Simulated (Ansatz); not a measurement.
The same path of BrClH2OZn (6 atoms, charge 0, multiplicity 1) was run twice with different band settings. Lost on the way: Br5–H6. Made: Cl2–H6.

Computed with Ansatz 0.2.0, RKS PBE0-D4/def2-SVP.

Relaxed end points:

```xyz
6
Properties=species:S:1:pos:R:3
Zn 0.169 -0.097 0.187
Cl 0.399 0.272 2.289
O 0.481 -0.281 -1.549
H -0.291 -0.561 -2.052
Br -2.649 -0.669 0.834
H -1.834 -0.303 1.970
```

```xyz
6
Properties=species:S:1:pos:R:3
Zn -0.855 -0.398 -0.212
Cl 0.191 0.203 2.166
O 0.540 -0.233 -1.305
H 0.335 -0.438 -2.223
Br -2.903 -0.743 0.721
H -1.034 -0.029 2.531
```

Common settings: spring 5.0 eV/Å²; optimiser quadratic models (default); start path through a guess of the saddle point; force threshold 0.03 eV/Å; iteration limit 60; end points relaxed.

| run | movable images | climbing image |
| --- | --- | --- |
| 1 | 7 | yes |
| 2 | 3 | no |

(1) What does each run give, and how far can it be trusted?

## Answers

(1) Run 1: converged after 13 iterations, highest image 0.124 eV above the first end. A vibrational analysis at the climbing image gives one clearly imaginary mode, 296i cm⁻¹: a first-order saddle point.
Run 2: converged after 13 iterations, highest image 0.065 eV above the first end. No image climbed, so the highest image needn't sit at the top of the path. So few images can step over the top or miss a turn of the path.
The orbitals stay closed-shell, which can raise the energy where a bond breaks towards radicals; this wasn't checked here.
